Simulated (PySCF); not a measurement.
Species: C6H10ClO (doublet state).
Cartesian coordinates in Å at the GFN2-xTB level; atoms count from 1:
```xyz
18
C6H10ClO angstrom
C     -2.6983    0.1927    0.6903
C     -1.8070   -0.1985   -0.4126
C     -0.8179    0.5796   -1.1703
C     -0.4312   -0.6909   -0.4050
O      0.3062   -0.6183    0.7846
C      1.6885   -0.7964    0.6360
C      2.3871    0.3158   -0.1435
Cl     2.2044    1.8819    0.6871
H     -2.1307    0.7072    1.4748
H     -3.4800    0.8612    0.3331
H     -3.1549   -0.6877    1.1402
H     -0.7884    0.5209   -2.2505
H     -0.5182    1.5476   -0.7827
H     -0.1620   -1.5556   -1.0147
H      1.9034   -1.7487    0.1222
H      2.0815   -0.8446    1.6546
H      3.4540    0.1101   -0.2182
H      1.9548    0.4301   -1.1369
```

The hyperfine couplings belong to this conformer and change with its torsions.

The species is `C[C]1C[C@H]1OCCCl` [radical].

Theory: PySCF, UKS B3LYP, pcH-1 on C Cl H O, non-relativistic, mean-field spin-orbit, GIAO. The structure is a single GFN2-xTB conformer in the gas phase; no vibrational or solvent corrections. The geometry wasn't refined by DFT: couplings that depend on bond lengths, twists or pyramidal angles can differ widely from those at the functional's own minimum. The SCF solution wasn't tested for stability.

Q: Give the principal g shifts and their parts.

A: 
```json
{"Δg (ppm)": "relativistic mass correction", "1": "-150", "2": "-150", "3": "-150"}
{"Δg (ppm)": "gauge correction", "1": "21", "2": "27", "3": "-7"}
{"Δg (ppm)": "orbital Zeeman/spin–orbit", "1": "-61", "2": "777", "3": "1067"}
{"Δg (ppm)": "total", "1": "-190", "2": "654", "3": "910"}
```

So g = 2.00213, 2.00297, 2.00323 and g_iso = 2.00278; the tensor is rhombic: the two nearest values differ by 23 % of g3 − g1. Axes: g3 points within 13° of the C1–C2 bond.

Q: At 94.089 GHz, how far is the centre of the isotropic spectrum from where a free electron (g = 2.002319) resonates?

A: B = hν/(g μB) with μB/h = 13.99624 MHz/mT gives 3357.33 mT for the free electron and 3356.56 mT at g_iso, 0.77 mT lower.

Q: How much does each term add to the isotropic shift?

A: The orbital-Zeeman/spin–orbit term 594, the mass correction -150 and the gauge correction 13 ppm, for a total of 458 ppm. The orbital-Zeeman/spin–orbit term is the largest in size. The mass correction is the same along every axis, so the anisotropy comes from the other two: their spans along these axes are 34 (gauge) and 1128 ppm (orbital Zeeman/spin–orbit).

Q: In a frozen sample, at which fields do the three g values resonate at 9.5, 34, 94 and 263 GHz (hyperfine left aside), and which band first spreads them over more than twice a line width of 1.0 mT?

A: 
| band | GHz | B(g3) mT | B(g2) mT | B(g1) mT | spread mT |
| --- | --- | --- | --- | --- | --- |
| X | 9.5 | 338.83 | 338.87 | 339.02 | 0.19 |
| Q | 34.0 | 1212.65 | 1212.81 | 1213.32 | 0.67 |
| W | 94.0 | 3352.63 | 3353.06 | 3354.47 | 1.84 |
| J | 263.0 | 9380.23 | 9381.43 | 9385.39 | 5.16 |

The spread grows in proportion to the frequency. J band is the first where it exceeds 2.0 mT.

Largest spin populations (Mulliken): C2 (+0.91) and H9 (+0.06). No atom but C2 exceeds +0.15. The angles at C2 add up to 324.9°, so it is pyramidal.

The HOMO–LUMO gaps are 6.30 eV among the α and 5.20 eV among the β orbitals.
